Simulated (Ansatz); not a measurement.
Coupled-cluster diagnostics for (HInSe)4 cubane (In₄H₄Se₄), Ansatz.

Geometry of the singlet (PBE-D4/def2-SVP):

```xyz
12

In   -1.825   -1.199   -0.041
H    -3.271   -2.148   -0.073
Se   -0.264   -1.026   -2.241
In   -0.127    1.572   -1.511
H    -0.225    2.817   -2.707
Se   -1.952    1.451    0.479
In    0.232    0.904    1.975
H     0.413    1.620    3.538
Se    0.145   -1.785    1.714
In    1.720   -1.278   -0.422
H     3.082   -2.290   -0.758
Se    2.072    1.360    0.048
```

In the def2 sets In takes a core potential; there is no spin–orbit coupling. Correlated methods freeze 52 core orbitals; core or outer-core shells of In, Se are correlated, in sets that lack core-valence functions.

(1) Estimate the CCSD(T) correlation energy, the shares of MP2 and (T), T1 and the reference's ⟨S²⟩ for: charge 0, singlet, own geometry in def2-SVP; and the rough time on 2 threads of AMD EPYC 7R13 on a shared host and a share (18 GiB) of an NVIDIA H100 80GB HBM3.

Answers

(1) 
```tsv
state	basis	correlation (eV)	MP2 share (%)	(T) share (%)	T1	⟨S²⟩ (pure)	wall time
charge 0, singlet, own geometry	def2-SVP	-37.385	94.7	3.6	0.010	0.00 (0.00)	19 s
```
Customary marks for T1 are 0.02 (closed shells), 0.045 (open shells) and about 0.05 (3d metals). T1 stays under 0.02 throughout.
